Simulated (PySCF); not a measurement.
## Relaxation of triplet [ClI2]+

These are results of UPBE0/[Cl def2-SVP, I def2-SVP with ECP28], scalar-relativistic core potentials, density fitting, no spin–orbit coupling, PySCF, not measurements. A (50,194) grid was used.

A start displaced from a saddle point along its imaginary mode, of Cs symmetry, held to at least that symmetry:

Coordinates in bohr (charge 1 multiplicity 3):
```
Cl   -0.2268    0.0000   -1.0622
I     4.6182    0.0000    0.1546
I    -4.5557    0.0000    0.1381
```

Question: What forces act on the atoms at the start (eV/Å)?

Answer: 
```json
{"atom": "Cl1", "Fx": "-0.18", "Fy": "0.00", "Fz": "-0.34"}
{"atom": "I2", "Fx": "0.50", "Fy": "0.00", "Fz": "0.19"}
{"atom": "I3", "Fx": "-0.32", "Fy": "0.00", "Fz": "0.15"}
```

Question: What does it relax to?

Answer: It ends at Cs with Cl–I 2.347 Å, Cl–I 2.986 Å; I–Cl–I 129.0°. No frequency check is given, so it may be a saddle point.

Question: How much energy is released, and in how many steps?

Answer: 10.3 kJ/mol in 8 steps.

At this level a singlet minimum of C2v symmetry lies 17 kJ/mol below this structure. No spin–orbit coupling is included, which matters more the heavier the element.
